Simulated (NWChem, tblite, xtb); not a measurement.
## GeSiN2H8 (SMILES N[SiH2][GeH2][NH2]): the dipole moment, rung by rung

GeSiN2H8: 12 atoms, total charge 0, spin state singlet. As SMILES, `N[SiH2][GeH2][NH2]`. Geometry: relaxed at PBE0-D4/def2-TZVP. This is one conformer, not always the lowest.

```tsv
atom	x (Å)	y (Å)	z (Å)
N	-1.3622	1.2659	-0.8336
Si	-0.9924	0.5527	0.6972
Ge	1.2120	-0.3577	0.5285
N	1.3648	-1.6639	-0.7800
H	-2.3227	1.4728	-1.0600
H	-0.7553	1.9837	-1.1979
H	-1.0955	1.4686	1.8777
H	-1.9846	-0.5368	0.9115
H	1.6711	-1.0102	1.8464
H	2.2154	0.7518	0.1460
H	0.9893	-1.3575	-1.6691
H	0.8778	-2.5146	-0.5271
```

Each level gives the dipole moment (D). The values are calculated.

```
                             level            kind  program  value (D)   CPU time
                         IPEA1-xTB  semi-empirical   tblite       4.53  under 2 s
                          GFN2-xTB  semi-empirical   tblite       2.98  under 2 s
                          GFN1-xTB  semi-empirical   tblite       4.13  under 2 s
                          GFN0-xTB  semi-empirical      xtb       3.15  under 2 s
                         HF/STO-3G    Hartree–Fock   NWChem       2.31       11 s
                          HF/3-21G    Hartree–Fock   NWChem       2.50       11 s
                       HF/def2-SVP    Hartree–Fock   NWChem       2.36       28 s
B3LYP/6-31G* (spherical functions)   global hybrid   NWChem       2.27       67 s
                     PBE0/def2-SVP   global hybrid   NWChem       2.19       25 s
```

All-electron rows without a relativistic Hamiltonian named are non-relativistic. The values span 2.19 to 4.53 D. Magnitudes only. Sets without polarisation functions give poor dipoles. CPU times are rough (shared hosts, several kinds of processor and program).
